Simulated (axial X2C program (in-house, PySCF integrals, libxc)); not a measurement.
**Potential curves of TaS⁺, 2c**

Computed with an in-house all-electron X2C program for linear molecules (integrals from PySCF). Two-component (2c) means X2C with spin–orbit coupling and atomic mean-field two-electron Coulomb and Gaunt terms. Basis: Ta dyall-cv3z [13s14p9d7f4g], S dyall-av3z [9s8p3d2f] (cores contracted in-house); Gaussian nuclei, density fitting, unrestricted open shells. Masses: Ta 180.948 u, S 31.972 u.

State: Ω = 1 (⟨Sz⟩ = -0.99, ⟨Lz⟩ = 1.99 at TPSSh). Energies in eV from the lowest point of each curve. Fits are polynomials in 1 − R0/R over 0.85 to 1.23 times the lowest point R0.

```csv
R (Å),TPSSh,PBE0
1.8105,1.9210,1.8557
1.8937,0.8160,0.7684
1.9561,0.3342,0.3015
2.0186,0.0786,0.0620
2.0810,0.0000,0.0000
2.1538,0.0757,0.0948
2.2267,0.2814,0.3175
2.3203,0.6677,0.7182
2.4348,1.2292,1.2841
2.6012,2.0611,2.1090
```

One determinant describes the state; a PBE0 search over occupations chose it and may have missed a lower one. Density functionals use the spin component along the axis (collinear). PBE0 can misorder states that lie within some tenths of an eV, so this need not be the ground state of the molecule. The nearest other 2c determinant of the search, Ω = 3, lies 0.47 eV up at the distance of the search. The functionals have no current-density term, which raises determinants with orbital currents, atoms included. With several unpaired electrons one determinant need not be a pure state. The determinant is spin-polarised beyond a pure state at some levels (its spin-free form has ⟨S²⟩ too high), which makes Re and μ there less reliable.

Task: Fit the TPSSh curve near its minimum: give the equilibrium distance and the harmonic wavenumber.

Result: At TPSSh, 2c: Re = 2.083 Å, ωe ≈ 584 cm⁻¹; Be follows as 0.143 cm⁻¹.

Task: What are Re and ωe at the PBE0 level?

Result: At PBE0, 2c: Re = 2.076 Å, ωe ≈ 594 cm⁻¹; Be follows as 0.144 cm⁻¹.
